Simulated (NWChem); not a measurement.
All runs are NWChem calculations. System: OPb, charge 0, spin multiplicity 1, at a geometry optimised with B3LYP/def2-SVP with def2 effective core potentials on Pb. The structure started from a generated list of species. Level: RHF/def2-TZVP with def2 effective core potentials on Pb.

Part of the output:

```
             Northwest Computational Chemistry Package (NWChem) 7.3.0
             --------------------------------------------------------

                                NWChem Input Module
                                -------------------

 Scaling coordinates for geometry "geometry" by  1.889725989
 (inverse scale =  0.529177249)

 Turning off AUTOSYM since
 SYMMETRY directive was detected!

                             Geometry "geometry" -> ""
                             -------------------------

 Output coordinates in angstroms (scale by  1.889725989 to convert to a.u.)

  No.       Tag          Charge          X              Y              Z
 ---- ---------------- ---------- -------------- -------------- --------------
    1 Pb                  82.0000     0.00000000     0.00000000     0.17278700
    2 O                    8.0000     0.00000000     0.00000000    -1.77106900

 Effective nuclear repulsion energy (a.u.)     178.5833288802

            Nuclear Dipole moment (a.u.)
            ----------------------------
        X                 Y               Z
 ---------------- ---------------- ----------------
     0.0000000000     0.0000000000    -0.0000340151

      Symmetry information
      --------------------

 Group name             C2v
 Group number             16
 Group order               4
 No. of unique centers     2

      Symmetry unique atoms

     1    2


 Summary of "ao basis" -> "" (spherical)
 ------------------------------------------------------------------------------
       Tag                 Description            Shells   Functions and Types
 ---------------- ------------------------------  ------  ---------------------
 *                         def2-tzvp                  on all atoms

 Summary of "ao basis" -> "ao basis" (spherical)
 ------------------------------------------------------------------------------
       Tag                 Description            Shells   Functions and Types
 ---------------- ------------------------------  ------  ---------------------
 Pb                        def2-tzvp                16       50   6s5p3d2f
 O                         def2-tzvp                11       31   5s3p2d1f

                                 NWChem SCF Module
                                 -----------------

  ao basis        = "ao basis"
  functions       =    81
  atoms           =     2
  closed shells   =    15
  open shells     =     0
  charge          =   0.00
  wavefunction    = RHF
  use symmetry    = T
  symmetry adapt  = T

 Summary of "ao basis" -> "ao basis" (spherical)
 ------------------------------------------------------------------------------
       Tag                 Description            Shells   Functions and Types
 ---------------- ------------------------------  ------  ---------------------
 Pb                        def2-tzvp                16       50   6s5p3d2f
 O                         def2-tzvp                11       31   5s3p2d1f

      Symmetry analysis of basis
      --------------------------

        a1         35
        a2          8
        b1         19
        b2         19

 Forming initial guess at       0.0s

      Superposition of Atomic Density Guess
      -------------------------------------

 Sum of atomic energies:        -294.14493010

      Non-variational initial energy
      ------------------------------

 Total energy =    -266.358821
 1-e energy   =    -534.454979
 2-e energy   =     220.183558
 HOMO         =      -0.355721
 LUMO         =      -0.047191

      Symmetry analysis of molecular orbitals - initial
      -------------------------------------------------

 !! scf_movecs_sym_adapt:   54 vectors were symmetry contaminated

  Symmetry fudging

 !! scf_movecs_sym_adapt:   44 vectors were symmetry contaminated

  Numbering of irreducible representations:

     1 a1          2 a2          3 b1          4 b2

  Orbital symmetries:

     1 a1          2 a1          3 a1          4 b1          5 b2
     6 a1          7 b1          8 b2          9 a1         10 a2
    11 a1         12 a1         13 b1         14 b2         15 a1
    16 b1         17 b2         18 a1         19 b1         20 b2
    21 a1         22 a2         23 a1         24 a1         25 b1

 Starting SCF solution at       0.6s

 ----------------------------------------------
         Quadratically convergent ROHF

 Convergence threshold     :          1.000E-07
 Maximum no. of iterations :          100
 Final Fock-matrix accuracy:          1.000E-09
 ----------------------------------------------

              iter       energy          gnorm     gmax       time
             ----- ------------------- --------- --------- --------
                 1     -266.4486109535  1.89D+00  5.12D-01      0.6
                 2     -266.6465143770  5.40D-01  1.76D-01      0.6
                 3     -266.6691838676  4.53D-01  1.68D-01      0.6
                 4     -266.6780672471  8.84D-02  2.80D-02      0.6
                 5     -266.6786782774  3.61D-03  1.09D-03      0.6
                 6     -266.6786811035  9.39D-06  2.95D-06      0.7
                 7     -266.6786811035  4.59D-09  1.47D-09      0.7

       Final RHF  results
       ------------------

         Total SCF energy =   -266.678681103533
      One-electron energy =   -535.765585808298
      Two-electron energy =    221.174304273485
 Nuclear repulsion energy =     47.912600431280

        Time for solution =      0.2s

       Symmetry analysis of molecular orbitals - final
       -----------------------------------------------

  Numbering of irreducible representations:

     1 a1          2 a2          3 b1          4 b2

  Orbital symmetries:

     1 a1          2 a1          3 b1          4 b2          5 a1
     6 a1          7 a1          8 a2          9 b2         10 b1
    11 a1         12 a1         13 b1         14 b2         15 a1
    16 b1         17 b2         18 a1         19 b1         20 b2
    21 a1         22 a1         23 a2         24 a1         25 b1

             Final eigenvalues
             -----------------

              1
    1  -20.4836
    2   -6.2003
    3   -3.8888
    4   -3.8888
    5   -3.8739
    6   -1.1968
    7   -1.1130
    8   -1.1130
    9   -1.0989
   10   -1.0989
   11   -1.0437
   12   -0.5924
   13   -0.3759
   14   -0.3759
   15   -0.3647
   16    0.0072
   17    0.0072
   18    0.0857
   19    0.1729
   20    0.1729
   21    0.2407
   22    0.2767
   23    0.2767
   24    0.3370
   25    0.3397

                       ROHF Final Molecular Orbital Analysis
                       -------------------------------------

 Vector   13  Occ=2.000000D+00  E=-3.758608D-01  Symmetry=b1
              MO Center=  4.0D-16,  9.1D-31, -1.5D+00, r^2= 1.3D+00
   Bfn.  Coefficient  Atom+Function         Bfn.  Coefficient  Atom+Function
  ----- ------------  ---------------      ----- ------------  ---------------
    56      0.407665  2 O  px                59      0.369118  2 O  px
    62      0.289783  2 O  px                16      0.164775  1 Pb px
    10     -0.151143  1 Pb px

 Vector   14  Occ=2.000000D+00  E=-3.758608D-01  Symmetry=b2
              MO Center= -4.7D-30,  2.1D-15, -1.5D+00, r^2= 1.3D+00
   Bfn.  Coefficient  Atom+Function         Bfn.  Coefficient  Atom+Function
  ----- ------------  ---------------      ----- ------------  ---------------
    57      0.407665  2 O  py                60      0.369118  2 O  py
    63      0.289783  2 O  py                17      0.164775  1 Pb py
    11     -0.151143  1 Pb py

 Vector   15  Occ=2.000000D+00  E=-3.647240D-01  Symmetry=a1
              MO Center= -1.8D-15,  3.1D-15, -6.6D-01, r^2= 3.0D+00
   Bfn.  Coefficient  Atom+Function         Bfn.  Coefficient  Atom+Function
  ----- ------------  ---------------      ----- ------------  ---------------
     6      0.380920  1 Pb s                 58     -0.348817  2 O  pz
    61     -0.317436  2 O  pz                12     -0.314393  1 Pb pz
    18      0.256221  1 Pb pz                15      0.246365  1 Pb pz
    64     -0.244387  2 O  pz                 3     -0.188288  1 Pb s
     5      0.156396  1 Pb s

 Vector   16  Occ=0.000000D+00  E= 7.188305D-03  Symmetry=b1
              MO Center= -1.4D-15,  1.2D-29,  2.5D-01, r^2= 5.3D+00
   Bfn.  Coefficient  Atom+Function         Bfn.  Coefficient  Atom+Function
  ----- ------------  ---------------      ----- ------------  ---------------
    19      0.638735  1 Pb px                16      0.304470  1 Pb px
    10     -0.296114  1 Pb px                13      0.217700  1 Pb px
    62     -0.210280  2 O  px                56     -0.161954  2 O  px

 Vector   17  Occ=0.000000D+00  E= 7.188305D-03  Symmetry=b2
              MO Center= -4.2D-30, -5.8D-16,  2.5D-01, r^2= 5.3D+00
   Bfn.  Coefficient  Atom+Function         Bfn.  Coefficient  Atom+Function
  ----- ------------  ---------------      ----- ------------  ---------------
    20      0.638735  1 Pb py                17      0.304470  1 Pb py
    11     -0.296114  1 Pb py                14      0.217700  1 Pb py
    63     -0.210280  2 O  py                57     -0.161954  2 O  py

 Vector   18  Occ=0.000000D+00  E= 8.571878D-02  Symmetry=a1
              MO Center= -1.1D-15, -2.4D-15,  7.2D-01, r^2= 8.9D+00
   Bfn.  Coefficient  Atom+Function         Bfn.  Coefficient  Atom+Function
  ----- ------------  ---------------      ----- ------------  ---------------
    21      1.291246  1 Pb pz                18     -0.614598  1 Pb pz
    34      0.281605  1 Pb d  0               5     -0.269388  1 Pb s
    64     -0.167035  2 O  pz                15      0.158716  1 Pb pz

 center of mass
 --------------
 x =   0.00000000 y =   0.00000000 z =   0.06418768

 moments of inertia (a.u.)
 ------------------
         200.414595846226           0.000000000000           0.000000000000
           0.000000000000         200.414595846226           0.000000000000
           0.000000000000           0.000000000000           0.000000000000

  Mulliken analysis of the total density
  --------------------------------------

    Atom       Charge   Shell Charges
 -----------   ------   -------------------------------------------------------
    1 Pb  22    21.15   0.06 -0.59  1.78  0.76  1.07  0.80 -0.62  6.56  0.47  0.60  0.11  9.10  0.88  0.11  0.05  0.01
    2 O    8     8.85   0.79  1.18  0.59  0.96  0.39  1.73  1.94  1.25  0.00  0.01  0.00

       Multipole analysis of the density wrt the origin
       ------------------------------------------------

     L   x y z        total         open         nuclear
     -   - - -        -----         ----         -------
     0   0 0 0      0.000000      0.000000     30.000000

     1   1 0 0      0.000000      0.000000      0.000000
     1   0 1 0     -0.000000      0.000000      0.000000
     1   0 0 1      2.398788      0.000000    -19.591239

     2   2 0 0    -21.932376      0.000000      0.000000
     2   1 1 0     -0.000000      0.000000      0.000000
     2   1 0 1      0.000000      0.000000      0.000000
     2   0 2 0    -21.932376      0.000000      0.000000
     2   0 1 1      0.000000      0.000000      0.000000
     2   0 0 2    -33.573251      0.000000     91.955980

 Task  times  cpu:        0.7s     wall:        0.7s

 Total times  cpu:        0.8s     wall:        0.8s
```

### Question
Write an NWChem input that would produce this output.

### Answer
Several could match; the one computed here: 
```
start mol
memory heap 200 mb stack 900 mb global 1100 mb
geometry units angstroms nocenter noautoz
  Pb     0.000000     0.000000     0.172787
  O      0.000000     0.000000    -1.771069
  symmetry group C2v
end
basis spherical
  * library def2-tzvp
end
ecp
  Pb library def2-ecp
end
scf
  rhf
  nopen 0
  maxiter 100
  thresh 1e-7
  semidirect memsize 60000000 filesize 0
end
task scf energy
```
